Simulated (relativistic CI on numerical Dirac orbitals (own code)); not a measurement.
Re+: resonant inelastic scattering at the O2,3 edge

Computed with this model: Dirac-Coulomb-Breit CI, KLI orbitals optimised for each configuration, QED by a radiative potential, valence Slater integrals scaled by 0.8, Kramers-Heisenberg scattering through one core-hole configuration in a parametric crystal field; configurations [Xe] 4f14 5d6 → [Kr] 4d10 4f14 5s2 5p5 5d7; 300 K; core-hole width 1 eV; summed over polarisations. Incident energies are the highest absorption maxima for each field (at most a few, so the weaker spin-orbit partner edge can be absent), on the computed scale of the free ion. Intensities are in per cent of the strongest line above 0.02 eV; levels within 1 cm⁻¹ are merged; final levels count from the ground level, the first row holds all elastic scattering, lines under 0.4 are left out and each table stops after 24 rows. The scale of the Slater integrals is a model choice and moves the terms in proportion. The configuration is assumed, with all valence electrons in the open shell; the free ion's ground configuration is another.

Field parameters in Wybourne normalisation: Oh B⁴₀ = 21Dq, B⁴₄ = √(5/14) B⁴₀. The field is a parameter set, without covalency.

S is read from ⟨S²⟩ = S(S + 1).

Oh, 10Dq = 4050 cm⁻¹:

```tsv
Final level (eV)	Degeneracy	Irrep	S	40.9 eV	42.9 eV	45 eV
0.000	3	T2	1.94	232.7	591.8	126.6
0.034	2	E	1.90	23.9	71.1	3.2
0.060	3	T1	1.90	31.6	100.0	6.2
0.083	1	A1	1.84	6.5	9.8	2.1
0.295	3	T1	1.95	7.7	23.0	12.0
0.297	3	T2	1.88	4.4	26.7	7.6
0.697	2	E	1.81	2.7	28.4	4.1
0.719	3	T2	1.87	10.7	23.5	8.6
0.749	1	A2	1.95	2.0	1.4	2.7
0.777	3	T1	1.88	4.1	14.3	7.2
0.801	1	A1	1.88	0.5	10.8	1.3
0.920	1	A1	0.93	0.6	6.7	4.8
1.098	2	E	1.10	2.2	9.1	5.3
1.146	3	T1	1.00	3.0	18.1	15.8
1.204	3	T2	1.17	0.9	7.2	4.9
1.419	2	E	1.08	0.6	6.2	11.1
1.419	3	T1	1.02	0.4	10.4	8.6
1.449	1	A2	0.97	0.3	0.4	1.8
1.460	3	T2	0.99	1.4	7.5	11.6
1.535	2	E	0.95	0.7	4.4	6.7
1.573	3	T2	0.97	3.2	9.3	8.4
1.595	3	T1	0.94	0.4	3.0	9.0
1.636	3	T1	0.97	1.8	6.4	23.4
1.657	3	T2	0.92	2.4	7.2	19.4
```

Oh, 10Dq = 9100 cm⁻¹:

```
Final level (eV)  Degeneracy  Irrep     S  43 eV  43.6 eV  44.4 eV
           0.000           1     A1  1.03  190.6    201.0    293.1
           0.170           2      E  1.75    7.9     11.8      3.3
           0.194           3     T2  1.91    9.5      8.0      0.6
           0.217           3     T1  1.78   90.0    100.0     56.2
           0.383           3     T2  1.70    0.8      4.5      1.4
           0.453           3     T1  1.91   11.7     10.4     11.2
           0.527           1     A1  1.54   24.7     10.3     19.8
           0.826           2      E  1.27   12.2     24.5     30.6
           0.948           3     T2  1.43    0.0      2.1      6.2
           0.958           3     T1  1.07   31.1     46.8     88.6
           1.184           2      E  1.15    0.8      6.6     15.4
           1.201           3     T1  1.18    2.5     14.1     10.4
           1.313           3     T2  1.09    2.2      0.3      9.0
           1.407           1     A1  1.31   19.8     23.0      9.8
           1.431           3     T1  1.30   20.6     40.8     36.6
           1.448           2      E  1.59    0.6      0.1      6.6
           1.488           1     A1  1.45    0.1      1.6      2.0
           1.491           3     T2  1.73    9.7     14.3      8.3
           1.550           3     T1  1.33    8.0     18.6     11.6
           1.776           2      E  1.09    6.7     14.5     27.6
           1.794           3     T2  0.98    6.1      8.7      9.9
           1.870           3     T1  1.04   19.7     36.6     21.4
           1.921           3     T2  0.82    3.9      1.1     15.9
           1.997           3     T2  0.93    4.5      2.5     10.6
```

For the first field the strongest loss at the lowest incident energy is the level at 0.06 eV (S = 1.90, against 1.93 in the thermal ground state). Levels of other spin, the first over 8 % at 1.10 eV, appear because spin-orbit coupling of the core hole, and in heavier ions of the valence shell too, mixes spins.
